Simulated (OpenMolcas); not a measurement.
Multiconfigurational calculation on Mo I

Input:

```
&GATEWAY
Coord
1

Mo 0.0 0.0 0.0
Basis=ANO-R2
Group=XYZ
NoMove
AngMom=0.0 0.0 0.0
AMFI
&SEWARD
* reference wave functions (RASSCF and RASSI steps not shown): 6 electrons in 6 orbitals (4d 5s)
>>> COPY JOB001 $Project.JobIph
&CASPT2
Multistate=1 1
Frozen=8 6
IPEA=0.2
MaxIter=60
WThr=0.0 0.3 0.05
PrWF=0.5
NoMix
>>> COPY JOB002 $Project.JobIph
&CASPT2
Multistate=23 1 2 3 4 5 6 7 8 9 10 11 12 13 14 15 16 17 18 19 20 21 22
23
Frozen=8 6
IPEA=0.2
MaxIter=60
WThr=0.0 0.3 0.05
PrWF=0.5
NoMix
>>> COPY JOB003 $Project.JobIph
&CASPT2
Multistate=30 1 2 3 4 5 6 7 8 9 10 11 12 13 14 15 16 17 18 19 20 21 22
23 24 25 26 27 28 29 30
Frozen=8 6
IPEA=0.2
MaxIter=60
WThr=0.0 0.3 0.05
PrWF=0.5
NoMix
```

Launched by
```bash
OMP_NUM_THREADS=1 MOLCAS_MEM=2252 MOLCAS_PROJECT=a pymolcas a.inp > a.log  # once for each step of the input, in one work folder
```

Output, cut to the results:

```
--- CASPT2 ---
Orbital specifications:
      -----------------------

      Symmetry species                           1   2
                                                ag  au
      Frozen orbitals                            8   6
      Inactive orbitals                          1   3
      Active orbitals                            6   0
      Secondary orbitals                        21  20
      Deleted orbitals                           0   0
      Number of basis functions                 36  29
Type of calculation                        SS-CASPT2
      Fock operator                              state-specific
      IPEA shift                                 0.20
      Real shift                                 0.00
      Imaginary shift                            0.00
      The input orbitals will be transformed to quasi-canonical
Reference energy:       -4046.2344898415
      E2 (Non-variational):      -0.3865546568
      E2 (Variational):          -0.3865547550
      Total energy:           -4046.6210445965
      Residual norm:              0.0000009178
      Reference weight:           0.90235
      Contributions to the CASPT2 correlation energy
      Active & Virtual Only:         -0.0880761572
      One Inactive Excited:          -0.1802902898
      Two Inactive Excited:          -0.1181882097
::    CASPT2 Root  1     Total energy:  -4046.62104460
--- CASPT2 ---
Orbital specifications:
      -----------------------

      Symmetry species                           1   2
                                                ag  au
      Frozen orbitals                            8   6
      Inactive orbitals                          1   3
      Active orbitals                            6   0
      Secondary orbitals                        21  20
      Deleted orbitals                           0   0
      Number of basis functions                 36  29
Type of calculation                        MS-CASPT2
      Fock operator                              state-specific
      IPEA shift                                 0.20
      Real shift                                 0.00
      Imaginary shift                            0.00
      The input orbitals will be transformed to quasi-canonical
Reference energy:       -4046.1582592953
      E2 (Non-variational):      -0.4145936943
      E2 (Variational):          -0.4145936884
      Total energy:           -4046.5728529837
      Residual norm:              0.0000000895
      Reference weight:           0.86448
      Contributions to the CASPT2 correlation energy
      Active & Virtual Only:         -0.1183983292
      One Inactive Excited:          -0.1780099404
      Two Inactive Excited:          -0.1181854248
Reference energy:       -4046.1377641904
      E2 (Non-variational):      -0.4281225664
      E2 (Variational):          -0.4281225742
      Total energy:           -4046.5658867646
      Residual norm:              0.0000000843
      Reference weight:           0.85664
      Contributions to the CASPT2 correlation energy
      Active & Virtual Only:         -0.1246661325
      One Inactive Excited:          -0.1773252684
      Two Inactive Excited:          -0.1261311655
::    CASPT2 Root  1     Total energy:  -4046.57285298
::    CASPT2 Root  2     Total energy:  -4046.56588676
::    CASPT2 Root  3     Total energy:  -4046.56568629
::    CASPT2 Root  4     Total energy:  -4046.56569071
::    CASPT2 Root  5     Total energy:  -4046.56577103
::    CASPT2 Root  6     Total energy:  -4046.56567901
::    CASPT2 Root  7     Total energy:  -4046.53611930
::    CASPT2 Root  8     Total energy:  -4046.53600890
::    CASPT2 Root  9     Total energy:  -4046.53612379
::    CASPT2 Root 10     Total energy:  -4046.53621347
::    CASPT2 Root 11     Total energy:  -4046.53593728
::    CASPT2 Root 12     Total energy:  -4046.53622791
::    CASPT2 Root 13     Total energy:  -4046.53609767
::    CASPT2 Root 14     Total energy:  -4046.53588981
::    CASPT2 Root 15     Total energy:  -4046.53622163
::    CASPT2 Root 16     Total energy:  -4046.52671273
::    CASPT2 Root 17     Total energy:  -4046.52659701
::    CASPT2 Root 18     Total energy:  -4046.52672034
::    CASPT2 Root 19     Total energy:  -4046.52835297
::    CASPT2 Root 20     Total energy:  -4046.52834439
::    CASPT2 Root 21     Total energy:  -4046.52833989
::    CASPT2 Root 22     Total energy:  -4046.52843729
::    CASPT2 Root 23     Total energy:  -4046.52836417
::    MS-CASPT2 Root  1     Total energy:  -4046.57647354
::    MS-CASPT2 Root  2     Total energy:  -4046.57574442
::    MS-CASPT2 Root  3     Total energy:  -4046.57540673
::    MS-CASPT2 Root  4     Total energy:  -4046.57504960
::    MS-CASPT2 Root  5     Total energy:  -4046.57482905
::    MS-CASPT2 Root  6     Total energy:  -4046.57285934
::    MS-CASPT2 Root  7     Total energy:  -4046.53740709
--- CASPT2 ---
Orbital specifications:
      -----------------------

      Symmetry species                           1   2
                                                ag  au
      Frozen orbitals                            8   6
      Inactive orbitals                          1   3
      Active orbitals                            6   0
      Secondary orbitals                        21  20
      Deleted orbitals                           0   0
      Number of basis functions                 36  29
Type of calculation                        MS-CASPT2
      Fock operator                              state-specific
      IPEA shift                                 0.20
      Real shift                                 0.00
      Imaginary shift                            0.00
      The input orbitals will be transformed to quasi-canonical
Reference energy:       -4046.0923156874
      E2 (Non-variational):      -0.4207312592
      E2 (Variational):          -0.4207313041
      Total energy:           -4046.5130469915
      Residual norm:              0.0000005685
      Reference weight:           0.87618
...
```

Levels above the lowest, from the spin-orbit matrix with the multistate effective Hamiltonian, averaged by term, added to it:

```csv
Configuration,Term,J,E (cm⁻¹),Measured (cm⁻¹),Term weight %,Second
4d⁵ 5s,⁷S,3,0.0,0.0,100,
4d⁴ 5s²,⁵D,0,9260,10966,81,18 4d⁵ 5s ⁵D
4d⁴ 5s²,⁵D,1,9400,,82,18 4d⁵ 5s ⁵D
4d⁴ 5s²,⁵D,2,9670,,82,18 4d⁵ 5s ⁵D
4d⁴ 5s²,⁵D,3,10070,,83,17 4d⁵ 5s ⁵D
4d⁵ 5s,⁵S,2,10570,10768,99,
4d⁴ 5s²,⁵D,4,10590,,84,16 4d⁵ 5s ⁵D
4d⁵ 5s,⁵G,4,18720,,100,
4d⁵ 5s,⁵G,5,18720,,100,
4d⁵ 5s,⁵G,3,18720,,100,
4d⁵ 5s,⁵G,6,18720,,100,
4d⁵ 5s,⁵G,2,18720,16641,100,
4d⁵ 5s,⁵P,3,20460,,85,11 ⁵D
4d⁵ 5s,⁵P,2,20510,,87,10 ⁵D
4d⁵ 5s,⁵P,1,20660,,93,5 ⁵D
4d⁵ 5s,⁵D,0,22490,,80,17 4d⁴ 5s² ⁵D
4d⁵ 5s,⁵D,4,22590,,84,16 4d⁴ 5s² ⁵D
4d⁵ 5s,⁵D,1,22630,,75,16 4d⁴ 5s² ⁵D
4d⁵ 5s,⁵D,2,22810,,72,16 4d⁴ 5s² ⁵D
4d⁵ 5s,⁵D,3,22860,,72,15 4d⁴ 5s² ⁵D
4d⁵ 5s,³P,1,23790,,77,21 ³D
4d⁵ 5s,³P,2,23910,,62,37 ³D
4d⁵ 5s,³G,3,23910,,100,
4d⁵ 5s,³P,0,23950,,97,
```

Against the 3 measured excited levels shown (NIST Handbook of Basic Atomic Spectroscopic Data) the mean absolute deviation is 1300 cm-1; the largest miss in energy is 4d⁵ 5s ⁵G₂: computed 18720, measured 16641 cm⁻¹ (+12.5 %), and the largest in proportion 4d⁴ 5s² ⁵D₀ (-15.6 %).

CASPT2 breaks the degeneracy within a term, and the mean is taken; among the terms shown or strongly mixed into the levels shown the widest spread is 830 cm-1 (4d⁵ 5s ³G). Some high roots are left out of the spin-orbit mixing, which shifts the levels that they would mix with. Terms from blocks run as CI alone lack orbitals of their own. Configurations are named by rounded mean occupations; where the s occupation lies near a half they are strongly mixed, a name can repeat and a true partner stay unpaired. A single d shell beside an s shell can misplace configurations of different d count against each other. The CASPT2 spread within a term exceeds the gap to the next term for 4d⁵ 5s ³G and 4d⁵ 5s ³P, so the order of their levels is uncertain. Computed and measured levels are paired by configuration, term and J; levels that our copy of the source lacks, or whose pairing is in doubt (as where it misses far off the trend of its configuration), stay unpaired and out of the deviations. Only configurations of the active space appear. The first state left out of the spin-orbit step lies near 36000 cm-1 above the lowest spin-free state of the reference (among the parities and spins computed), and the list stops at four fifths of that energy or lower. The table shows the lowest 24 of 29 levels.

The CASPT2 steps took 14 s on 1 thread of Arm Neoverse V2, on a shared host; the integral step is not counted.

The term weight is that of the spin-free term in the level, not the purity of its configuration.
